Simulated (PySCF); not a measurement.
PBE0 on Ne²⁺ (neon, charge +2), [He] 2s2 2p3 3d1, high-spin 5D determinant (an excited configuration). All numbers are calculated (PySCF 2.14, the non-relativistic Hamiltonian (point nucleus), in aug-cc-pwCVDZ (5s4p2d, 27 functions)).

```
cycle= 1 E= -124.270429829819  delta_E= -0.00196  |g|= 0.00683  |ddm|= 0.117
cycle= 2 E= -124.270437104024  delta_E= -7.27e-06  |g|= 0.000959  |ddm|= 0.0108
cycle= 3 E= -124.270437262944  delta_E= -1.59e-07  |g|= 0.000195  |ddm|= 0.00137
cycle= 4 E= -124.270437268521  delta_E= -5.58e-09  |g|= 5.5e-06  |ddm|= 0.000275
cycle= 5 E= -124.270437268527  delta_E= -6.05e-12  |g|= 2.48e-07  |ddm|= 6.87e-06
converged SCF energy = -124.270437268527  <S^2> = 6.0009134  2S+1 = 5.0003654
```

Highest occupied orbital energy: 2.234 eV; ⟨L²⟩ = 6.00; populations by l: s 4.00, p 3.00, d 1.00.

Question: Can this result be used?

Answer: Not for this state. Self-consistency was reached. The outer electron is Rydberg-like, and this basis confines it to a smaller radius and binds it less than a complete one would. At PBE0 the highest occupied level has a positive energy, so only the finite basis holds that electron; for this excited configuration the basis is too tight for the outer shell.
